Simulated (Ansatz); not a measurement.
The Be1–H2 bond of CH4Be (SMILES [BeH][CH3]) is stretched (multiplicity 1, the rest rigid).
Geometry at rest (charge 0, multiplicity 1):
| atom | x (Å) | y (Å) | z (Å) |
|---|---|---|---|
| Be | -0.9385 | -0.4948 | -0.1342 |
| H | -2.1072 | -1.1109 | -0.3012 |
| C | 0.5312 | 0.2800 | 0.0759 |
| H | 1.0155 | -0.0062 | 1.0158 |
| H | 0.4218 | 1.3697 | 0.0949 |
| H | 1.2371 | 0.0463 | -0.7283 |

Frozen-core correlation.

Run with Ansatz (Gaussian orbitals). 

FIC-MRCISD+Q on CASSCF(2,2)/aug-cc-pVDZ, total energies (hartree):

```json
[
 {"R (Å)": "1.332", "CASSCF": "-54.837171", "MRCISD": "-55.041771", "weight c² of the reference": "0.92117"},
 {"R (Å)": "2.330", "CASSCF": "-54.762807", "MRCISD": "-54.958300", "weight c² of the reference": "0.92292"},
 {"R (Å)": "4.261", "CASSCF": "-54.707112", "MRCISD": "-54.896454", "weight c² of the reference": "0.92538"}
]
```

Q: Add the Davidson correction (E_MRCISD − E_CASSCF)(1 − c²)/c² and give the energies above the first point at the three levels.

A: 
Corrections (hartree): -0.017509, -0.016326, -0.015268. Above the first point (kcal/mol):
- R = 2.330 Å: CASSCF 46.7, MRCISD 52.4, with the correction 53.1
- R = 4.261 Å: CASSCF 81.6, MRCISD 91.2, with the correction 92.6

Ansatz is a program for electronic structure.
